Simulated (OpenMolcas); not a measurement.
Ta4+ (d1) among equal point charges was computed by CASSCF with the d shell active (OpenMolcas, ANO-RCC-VDZP on the metal). Its lowest spin-free states, and all those of the highest spin:

```tsv
2S+1	Degeneracy	E (cm-1)
2	3	0.0
2	2	9992
```

Question: Is the site octahedral, tetrahedral or cube-like, axial, or of lower symmetry?

Answer: The states with 2S+1 = 2 have orbital degeneracies 3, 2. Threefold states need a cubic site. For d1 at this spin an octahedron puts the threefold T2 below the twofold E and a tetrahedron or cube puts the twofold E below the threefold T2, so the site is octahedral. The first gap at this spin, 9990 cm-1, is |10Dq| in ligand-field theory. The run had Ta4+ among 6 point charges of -1.5 e arranged as an octahedron (Oh), 2.21 Å from the ion.

An orbital triplet at a regular site is open to Jahn-Teller coupling, which can distort the site and quench the lowest spin-orbit gaps and is left out. This field is weak: 10Dq is about 9992 cm-1, while octahedral complexes of 5d ions of charge 3 and more, computed by the same method with explicit ligands, had a median near 35000 cm-1. Ground spin and moment need not be those of a real site. Point charges carry no covalency, so the field is a model and not that of real ligands. No measured value stands beside these numbers.
